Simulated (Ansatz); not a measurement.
Mulliken charges of ClFH$_{3}$OSi$_{2}$, SMILES `F[Si](Cl)O[SiH3]` radical from r2SCAN/def2-TZVPP in Ansatz (PBE0-D4/def2-TZVP geometry).

| atom | x (Å) | y (Å) | z (Å) | charge (e) |
| --- | --- | --- | --- | --- |
| F1 | -1.121 | 1.009 | -1.921 | -0.291 |
| Si2 | -1.303 | -0.399 | -1.194 | 0.636 |
| Cl3 | -0.844 | -1.864 | -2.548 | -0.211 |
| O4 | -0.285 | -0.479 | 0.051 | -0.372 |
| Si5 | 0.698 | 0.263 | 1.148 | 0.432 |
| H6 | 0.005 | 1.445 | 1.716 | -0.065 |
| H7 | 1.949 | 0.686 | 0.475 | -0.064 |
| H8 | 0.994 | -0.718 | 2.217 | -0.065 |

By hand: the dipole of these point charges (1 e Å = 4.8032 D).

Σ q r = (-0.107, 0.047, 0.528) e Å, of length 0.541 e Å = 2.60 D.

How does the dipole of the full density compare? (An estimate is asked.)

Computed: (0.042, 0.034, 0.311) e Å, 1.52 D; the point charges give 1.71 times that, at 19° from its direction.

Point charges leave out the atoms' own dipoles, such as those of lone pairs, and Mulliken's split depends on the basis, so the two needn't agree.
